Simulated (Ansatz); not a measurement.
Mulliken charges of `[CH3][Ta](=[S])([Cl])[Cl]` from PBE/def2-TZVPP in Ansatz (PBE0-D4/def2-TZVP geometry).

```csv
atom,x (Å),y (Å),z (Å),charge (e)
C1,-0.764,-0.251,0.803,-0.418
Ta2,0.661,0.209,-0.701,0.594
S3,2.340,-1.024,-0.199,-0.188
Cl4,-0.254,-0.419,-2.694,-0.185
Cl5,1.170,2.421,-0.476,-0.185
H6,-1.019,-1.315,0.785,0.132
H7,-0.369,-0.017,1.797,0.132
H8,-1.672,0.339,0.630,0.118
```

Q: By hand: the dipole of these point charges (1 e Å = 4.8032 D).

A: Σ q r = (-0.278, -0.085, 0.287) e Å, of length 0.409 e Å = 1.96 D.

Q: How does the dipole of the full density compare? (Best estimate.)

A: Computed: (-0.411, 0.115, 0.117) e Å, 2.13 D; the point charges give 0.92 times that, at 40° from its direction.

Point charges leave out the atoms' own dipoles, such as those of lone pairs, and Mulliken's split depends on the basis, so the two needn't agree.
